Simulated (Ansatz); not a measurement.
Molecule: dimethoxyborinic acid, C$_{2}$H$_{7}$BO$_{3}$, charge 0, multiplicity 1. 
Geometry from a B3LYP-D3(BJ)/def2-TZVP (Ansatz, a quantum-chemistry and plane-wave program) optimisation:
SMILES: COB(O)OC
```xyz
13

C      2.1424     0.5673    -0.2405
O      0.7229     0.6135    -0.3370
B     -0.0444    -0.3657     0.2195
O      0.5424    -1.4139     0.8832
O     -1.4063    -0.3131     0.1220
C     -2.0446     0.7607    -0.5598
H      2.5315     1.4450    -0.7538
H      2.5379    -0.3337    -0.7130
H      2.4648     0.5847     0.8022
H     -0.1091    -2.0327     1.2268
H     -1.8084     1.7180    -0.0910
H     -3.1180     0.5873    -0.5064
H     -1.7353     0.7997    -1.6061
```

Atomisation energy built up term by term with Ansatz (kcal/mol; UHF references for open shells; valence terms freeze the core; atomic spin-orbit terms are left out). CBS(X,Y): correlation extrapolated as X^-3; Hartree-Fock from the larger set.

```tsv
term	basis	kcal/mol
Hartree-Fock	cc-pVQZ	951.52
CCSD correlation	CBS(cc-pVTZ,cc-pVQZ)	323.09
(T)	CBS(cc-pVTZ,cc-pVQZ)	20.91
core correlation	cc-pwCVTZ	4.77
scalar relativity (X2C)	cc-pVTZ-DK against cc-pVTZ	-1.34
sum: De		1298.9
```

(T) makes 1.6 % of the CCSD(T) atomisation energy; under 5 % is typical of single-reference molecules.
